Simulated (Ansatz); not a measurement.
Reaction (atomization): `[Cl][Ga]([Cl])[I]` → 2 Cl• + Ga• + I•

Program: Ansatz. Geometries: PBE0-D4/def2-TZVP. ΔE: electronic, gas phase. CCSD(T)/CBS adds triple-zeta CCSD(T) − MP2 to the extrapolated MP2 energy (def2 sets, frozen cores). This one scheme is used for every species, atoms too. DFT in def2-TZVPP. Open shells (•) are unrestricted, without spin–orbit coupling. Spin–orbit coupling would lower the free atoms: a little for Cl; clearly for Ga; strongly for I. Elements past krypton have def2 core potentials. For Ga, I outer-core shells are correlated without core-valence functions, so the limit isn't a true one: a few kJ/mol of doubt a bond, and 10 to 20 or more in all where bonds break to atoms. Scalar relativity is left out up to krypton.

Problem. What is ΔE at CCSD(T)/CBS? (Best estimate.)

Solution. Computed: +243.4 kcal/mol.

Problem. What do these levels give: PBE-D4, revPBE-D4, r2SCAN-D4, PBE0-D4, BHLYP-D4, r2SCAN, LC-ωPBE, HF/def2-SVP, CCSD/def2-SVP, CCSD(T)/def2-SVP, SCS-MP2/def2-QZVPP, CCSD/CBS(def2)? (Best estimate.)

Solution. Ansatz gave: PBE-D4 243.8, revPBE-D4 234.3, r2SCAN-D4 245.4, PBE0-D4 242.0, BHLYP-D4 228.0, r2SCAN 244.5, LC-ωPBE 235.5, HF/def2-SVP 177.4, CCSD/def2-SVP 218.6, CCSD(T)/def2-SVP 223.2, SCS-MP2/def2-QZVPP 244.4, CCSD/CBS(def2) 236.2 kcal/mol.

Largest T1 diagnostic among the species: 0.013.

From r2SCAN to r2SCAN0 (25 % exact exchange), in def2-TZVPP and without D4, ΔE moves by −4.8 kcal/mol: exact exchange takes away binding that semilocal exchange gives to molecules. At CCSD(T), def2-SVP lies −20.2 kcal/mol from the extrapolated value and def2-TZVPP −7.5 kcal/mol: correlation converges slowly with the basis, and small sets miss more of it in the bonded molecule than in its fragments.

For atomizations the MP2-based limit and the directly extrapolated one differ by several kJ/mol either way, and by 10 to 25 for some Ge, Se and Sn compounds, so smaller differences from it don't rank the levels.
